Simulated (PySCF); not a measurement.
Trend along group 13: MPb cations

CCSD(T) with double-zeta basis sets in PySCF, for the lowest determinant that a PBE0 search found; no spin–orbit coupling. De refers to high-spin ground-configuration atoms (the charge goes to the atom of lower measured ionisation energy or higher electron affinity, which is not always the lowest computed limit).

```json
{"M": "B", "basis": "def2-SVP", "reference, frozen orbitals": "UHF, 5", "charged atom": "Pb+", "state (unpaired electrons)": "triplet (σ ↑, π ↑)", "Re (Å)": "2.497", "ωe (cm⁻¹)": "363", "De (eV)": "n/a"}
{"M": "Al", "basis": "def2-SVP", "reference, frozen orbitals": "UHF, 9", "charged atom": "Al+", "state (unpaired electrons)": "triplet (σ ↑, π ↑)", "Re (Å)": "3.118", "ωe (cm⁻¹)": "144", "De (eV)": "n/a"}
{"M": "In", "basis": "def2-SVP", "reference, frozen orbitals": "UHF, 8", "charged atom": "In+", "state (unpaired electrons)": "triplet (σ ↑, π ↑)", "Re (Å)": "3.348", "ωe (cm⁻¹)": "74.1", "De (eV)": "n/a"}
{"M": "Tl", "basis": "cc-pVDZ-PP", "reference, frozen orbitals": "UHF, 8", "charged atom": "Tl+", "state (unpaired electrons)": "triplet (σ ↑, π ↑)", "Re (Å)": "3.466", "ωe (cm⁻¹)": "56.7", "De (eV)": "n/a"}
```

The shortest bond is that of BPb⁺ (2.497 Å), the longest that of TlPb⁺ (3.466 Å).

The rows differ in basis set, which adds steps of its own.

Down a group the atoms grow and get heavier, so bonds lengthen and wavenumbers fall; this series shows no clear exception.

Correlated steps freeze the inner cores (5 to 9 orbitals); shallow outer-core shells are correlated. Spin–orbit coupling is left out, which matters for elements this heavy, above all for dissociation energies. States were picked by a PBE0 search and need not be the measured ground states.
